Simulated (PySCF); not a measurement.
The same groups moved round the core (furan silyl). Gas-phase values, no solvent. Strings in code marks are SMILES.

Quantity: electronic energy of isomers of C4H6OSi relative to `[SiH3]c1ccoc1`, in kJ/mol.

Level 1: PBE-D3(BJ)/def2-TZVP // PBE0-D3(BJ)/def2-TZVP (PySCF)
Level 2: BP86/6-31G* // PBE0-D3(BJ)/def2-TZVP (PySCF)
Level 3: PBE/6-31G* // PBE0-D3(BJ)/def2-TZVP (PySCF)
Level 4: HF/3-21G // PBE0-D3(BJ)/def2-TZVP (PySCF)

| species | level 1 | level 2 | level 3 | level 4 |
|---|---|---|---|---|
| `[SiH3]c1ccco1` | 2.08 | 0.70 | 1.04 | 0.81 |
